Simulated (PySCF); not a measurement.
## `C=NN[SiH2][SiH2]O[SiH3]`: 4 charge schemes on one density

CH10N2OSi3.
Structure used (GFN2-xTB), in Å, numbered top down from 1:
```
atom  x, y, z in Å
C1     3.5462   -1.2602   -0.2817
N2     2.3730   -0.8026   -0.1898
N3     2.1386    0.3742    0.3951
Si4    0.5075    0.9584    0.5812
Si5   -0.7563   -0.5689   -0.5759
O6    -2.3055   -0.0737   -0.4616
Si7   -3.7445    0.5277   -0.0520
H8     3.6767   -2.2093   -0.7684
H9     4.4302   -0.7461    0.1043
H10    2.9547    0.8649    0.7638
H11    0.5568    2.3553    0.1036
H12    0.2791    1.0960    2.0354
H13   -0.5266   -0.6317   -2.0243
H14   -0.7643   -1.9355   -0.0396
H15   -4.5740    0.4383   -1.2510
H16   -3.5331    1.9136    0.3695
H17   -4.2655   -0.2882    1.0433
```

Density: PBE0/pcSseg-1 (PySCF); schemes: Mulliken, IAO, Hirshfeld and ESP-fitted. One conformer (not necessarily the lowest) at the GFN2-xTB geometry, without solvent, vibrations or thermal averaging.

Task: For which atoms does the sign change between the 4 schemes (beyond +0.03 e in one, beyond −0.03 e in another)?

Result: For none.

Task: Do the Mulliken, IAO, Hirshfeld and ESP-fitted schemes agree on where the charge is highest?

Result: All schemes agree: Mulliken Si7 (+0.737); IAO Si7 (+0.893); Hirshfeld Si7 (+0.391); ESP-fitted Si7 (+0.571).

Task: At which atom do the 4 schemes differ most?

Result: At O6: from -0.900 (IAO) to -0.309 e (Hirshfeld), 0.591 e apart.

Task: What partial charge does each atom carry?

Result: In e:

```
atom               environment  Mulliken     IAO  Hirshfeld  ESP-fitted
  C1                C=N carbon    -0.054  -0.229     -0.062      -0.207
  N2              C=N nitrogen    -0.222  -0.137     -0.079      -0.188
  N3    silicon-bound nitrogen    -0.449  -0.505     -0.171      -0.274
 Si4              SiH2 silicon    +0.473  +0.574     +0.282      +0.344
 Si5      oxygen-bound silicon    +0.606  +0.752     +0.318      +0.333
  O6           siloxane oxygen    -0.716  -0.900     -0.309      -0.339
 Si7      oxygen-bound silicon    +0.737  +0.893     +0.391      +0.571
  H8  hydrogen on a C=N carbon    +0.119  +0.163     +0.051      +0.141
  H9  hydrogen on a C=N carbon    +0.084  +0.110     +0.039      +0.131
 H10              N–H hydrogen    +0.174  +0.232     +0.115      +0.262
 H11             Si–H hydrogen    -0.084  -0.122     -0.083      -0.109
 H12             Si–H hydrogen    -0.087  -0.127     -0.086      -0.104
 H13             Si–H hydrogen    -0.096  -0.124     -0.079      -0.088
 H14             Si–H hydrogen    -0.095  -0.126     -0.080      -0.087
 H15             Si–H hydrogen    -0.125  -0.146     -0.080      -0.129
 H16             Si–H hydrogen    -0.136  -0.156     -0.085      -0.128
 H17             Si–H hydrogen    -0.129  -0.152     -0.083      -0.129
```

Mean size of the charges over all atoms: IAO 0.320 e, Mulliken 0.258 e, ESP-fitted 0.210 e, Hirshfeld 0.141 e. Each set sums to the total charge, 0, to within 0.001 e. The IAO scheme counts the electrons in orthogonalised intrinsic atomic orbitals, a minimal basis polarised so that it spans the occupied orbitals exactly. The Mulliken scheme counts on each atom the diagonal of the density matrix times the overlap matrix over that atom's basis functions.

Task: Sum the charges by element, for elements with more than one atom.

Result: 
| element | atoms | Mulliken | IAO | Hirshfeld | ESP-fitted |
| --- | --- | --- | --- | --- | --- |
| N | 2 | -0.671 | -0.642 | -0.249 | -0.463 |
| Si | 3 | +1.816 | +2.219 | +0.991 | +1.248 |
| H | 10 | -0.375 | -0.448 | -0.370 | -0.240 |

Task: How closely do the schemes follow one another over all atoms?

Result: Correlation coefficient and root-mean-square difference: Mulliken with IAO 0.99, 0.091 e; IAO with Hirshfeld 0.99, 0.251 e; Mulliken with Hirshfeld 0.98, 0.175 e; Hirshfeld with ESP-fitted 0.97, 0.086 e; IAO with ESP-fitted 0.95, 0.204 e; Mulliken with ESP-fitted 0.95, 0.139 e.

Task: How many electrons does the IAO scheme count on N2?

Result: Z − q = 7 − (-0.137) = 7.137.
